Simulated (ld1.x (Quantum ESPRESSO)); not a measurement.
**technetium (Tc): excitation energies, all-electron against ultrasoft**

* Element: Tc
* Generator: ld1.x (Quantum ESPRESSO) 7.5
* Type: ultrasoft
* Functional: LDA (PZ)
* Relativity: scalar-relativistic
* Frozen core: [Kr]
* Valence charge: 7
* Reference configuration: 4d5 5s0.5 5p0 (charge +1.5)
* Partial waves: 5s (bound): rcut 2.25, rcutus 2.90 bohr; 5s channel at 1.15 Ry: rcut 2.25, rcutus 2.90 bohr; 5p (bound, empty): rcut 2.60, rcutus 3.00 bohr; 5p channel at 2 Ry: rcut 2.60, rcutus 3.00 bohr; 4d (bound): rcut 1.45, rcutus 1.65 bohr; 4d channel at 3.45 Ry: rcut 1.45, rcutus 1.65 bohr
* Local potential: all-electron potential smoothed inside 1.95 bohr (lloc = -1)
* Core correction: none
* Augmentation charge: PSQ, inside the norm-conserving radii

Energies are relative to the spin-unpolarised reference configuration 4d5 5s0.5 5p0; without spin polarisation the order of configurations can differ from experiment. Spin-polarised rows fill each open shell by Hund’s rule, majority spin first.

```json
{"valence configuration": "4d5 5s1 5p0", "charge": "+1", "ΔE all-electron (eV)": "-6.724", "error AE − PS (meV)": "+6.0"}
{"valence configuration": "4d5 5s0 5p0", "charge": "+2", "ΔE all-electron (eV)": "8.479", "error AE − PS (meV)": "+6.8"}
{"valence configuration": "4d4 5s2 5p0", "charge": "+1", "ΔE all-electron (eV)": "-3.355", "error AE − PS (meV)": "-1.0"}
{"valence configuration": "4d6 5s0 5p0", "charge": "+1", "ΔE all-electron (eV)": "-8.607", "error AE − PS (meV)": "-19"}
{"valence configuration": "4d4 5s2 5p1", "charge": "0", "ΔE all-electron (eV)": "-8.553", "error AE − PS (meV)": "+30"}
{"valence configuration": "4d3 5s0 5p0", "charge": "+4", "ΔE all-electron (eV)": "79.638", "error AE − PS (meV)": "-208"}
{"valence configuration": "4d5 5s0.5 5p0 (spin-polarised)", "charge": "+1.5", "ΔE all-electron (eV)": "-4.250", "error AE − PS (meV)": "+4512"}
{"valence configuration": "4d5 5s2 5p0 (spin-polarised)", "charge": "0", "ΔE all-electron (eV)": "-18.650", "error AE − PS (meV)": "+3912"}
```

Problem. What are ΔE and the potential's error for 4d5 5s2 5p0?

Solution. ΔE = -15.156 eV all-electron; the error (AE − PS) is +30 meV.

Note: ghost state, extra bound levels that the all-electron valence spectrum of the same l lacks: s at -35.5 eV. A true bound ghost makes a file unfit for plane-wave use.
